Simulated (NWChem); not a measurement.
# C2HBF2; SMILES C#CB(F)F

Results from NWChem. All runs use the structure optimised with PBE0/def2-SVP. Ions are spin-unrestricted doublets at the neutral geometry. Hybrids' shares of exact exchange are those that their runs print; pure functionals count as 0. The functionals differ in more than this share.

```
row                 share of exact exchange  ΔSCF ionisation energy minus −ε(HOMO) (eV)
------------------  -----------------------  ------------------------------------------
PBE/def2-SVP                           0.00                                        3.93
B3LYP/def2-SVP                         0.20                                    withheld
BHandHLYP/def2-SVP                     0.50                                        1.47
M06-2X/def2-SVP                        0.54                                        1.57
```

Q: Fit a straight line of the last column on the one before it, predict the withheld value, and compare with the run.

A: 
1. Means of the 3 shown rows: x = 0.347, y = 2.323. Slope Σ(x − x̄)(y − ȳ)/Σ(x − x̄)² = -0.8335/0.1811 = -4.603; intercept 3.919.
2. The shown rows scatter about the line by 0.116 (root mean square); the largest residual is -0.15, at BHandHLYP/def2-SVP.
3. At x = 0.20 (B3LYP/def2-SVP; inside the shown range) the line gives 3.00.
4. The run gives 3.04, +0.04 from the line, 0.3 times the scatter. The line crosses zero at a share of 0.85, outside the shown range.
